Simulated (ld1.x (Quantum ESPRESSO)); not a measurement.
An all-electron radial function and its pseudo partner (Mo (Z = 42))

Columns: radius, all-electron u(r) and pseudo u(r) of the 4d shell (level -10.41 eV) of molybdenum in the configuration [Ar] 3d10 4s2 4p6 4d5 5s0 5p0; PBEsol, scalar-relativistic, RRKJ scheme, ld1.x (Quantum ESPRESSO) 7.5.

| r (bohr) | all-electron | pseudo |
| --- | --- | --- |
| 0.118 | 0.1691 | -0.0023 |
| 0.235 | 0.3452 | -0.0174 |
| 0.353 | 0.2929 | -0.0558 |
| 0.470 | 0.1074 | -0.1215 |
| 0.588 | -0.1140 | -0.2144 |
| 0.705 | -0.3154 | -0.3260 |
| 0.822 | -0.4784 | -0.4458 |
| 0.940 | -0.6000 | -0.5620 |
| 1.058 | -0.6819 | -0.6618 |
| 1.175 | -0.7307 | -0.7358 |
| 1.292 | -0.7541 | -0.7808 |
| 1.410 | -0.7587 | -0.7976 |
| 1.528 | -0.7495 | -0.7900 |
| 1.645 | -0.7308 | -0.7651 |
| 1.763 | -0.7054 | -0.7297 |
| 1.880 | -0.6760 | -0.6903 |
| 1.998 | -0.6439 | -0.6505 |
| 2.115 | -0.6108 | -0.6129 |
| 2.232 | -0.5773 | -0.5776 |
| 2.350 | -0.5437 | -0.5437 |
| 2.468 | -0.5107 | -0.5107 |
| 2.585 | -0.4790 | -0.4790 |
| 2.702 | -0.4484 | -0.4484 |
| 2.820 | -0.4187 | -0.4187 |
| 2.938 | -0.3905 | -0.3905 |
| 3.055 | -0.3639 | -0.3639 |

Question: How many radial nodes do the two functions have?

Answer: The all-electron 4d function has n − l − 1 = 1; the pseudo-wave has 0, since the states of the same l below it are removed with the core.

Question: At about which radius was the pseudo-wave matched?

Answer: 2.35 bohr. The columns agree to 0.0005 from 2.23 bohr on; several derivatives are matched, so the curves merge somewhat inside the radius.

Question: Is the pseudo-wave norm-conserving?

Answer: Yes: the RRKJ scheme keeps the norm inside the radius equal to the all-electron one, which fixes the energy derivative of the logarithmic derivative at the level.
